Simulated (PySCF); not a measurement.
A structure optimised at B3LYP-D3(BJ)/def2-SVP, used in a PySCF frequency run:

```xyz
6

Al     0.0000     0.0000     1.7282
H      0.0000     1.3953     2.4587
H      0.0000    -1.3953     2.4587
N      0.0000     0.0000    -0.0549
C      0.0000     0.0000    -1.2589
O      0.0000     0.0000    -2.4308
```
Charge 0, spin multiplicity 1.

**Question.** Write its SMILES, formula and point group.

**Answer.** O=C=[N][AlH2], CH₂AlNO, C2v

**Question.** What are its rotational constants (standard atomic weights)?

**Answer.** 128.76, 2.4504, 2.4047 GHz
